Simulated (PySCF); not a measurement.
Isomers of C3H8Si, mass 72.040 u with the commonest isotopes. Method: PBE0-D3(BJ)/def2-SVP geometry optimisation, gas phase in PySCF. One conformer each, none proved a minimum here; rigid rotors.

**Question.** Order these by radius of gyration √(Σ m r²/M), largest first.
A. SiH2Me(vinyl), `C[SiH2]C=C`
B. `[SiH]1(C)CC1`
C. `[CH2:1]=[CH:2][CH2:3][SiH3:4]` with C1–C2–C3–Si4 106°

**Answer.** C (1.683 Å), A (1.637 Å), B (1.449 Å).

**Question.** Order these by rotational constant A, largest first.
A. `[CH2:1]=[CH:2][CH2:3][SiH3:4]` with C1–C2–C3–Si4 106°
B. SiH2Me(vinyl) (`C=C[SiH2]C`)
C. `C1C[SiH]1C`

**Answer.** A (15599 MHz), B (13589 MHz), C (11835 MHz).

**Question.** Order these by rotational constant C, largest first.
A. `C[SiH]1CC1`
B. `[CH2:1]=[CH:2][CH2:3][SiH3:4]` with C1–C2–C3–Si4 106°
C. `[H][Si]([H])(C)C=C` (SiH2Me(vinyl))

**Answer.** A (3865 MHz), C (2790 MHz), B (2634 MHz).

```
            SMILES  point group  Ia (u·Å²)  Ib (u·Å²)  Ic (u·Å²)      κ  μa (D)  μb (D)  μc (D)
        C=CC[SiH3]           C1      32.40     183.79     191.88  -0.98    0.17    0.48    0.04
        C[SiH]1CC1           Cs      42.70     128.84     130.76  -0.99    0.76    0.01    0.34
[H][Si]([H])(C)C=C           C1      37.19     167.79     181.12  -0.96    0.02    0.75    0.02
```
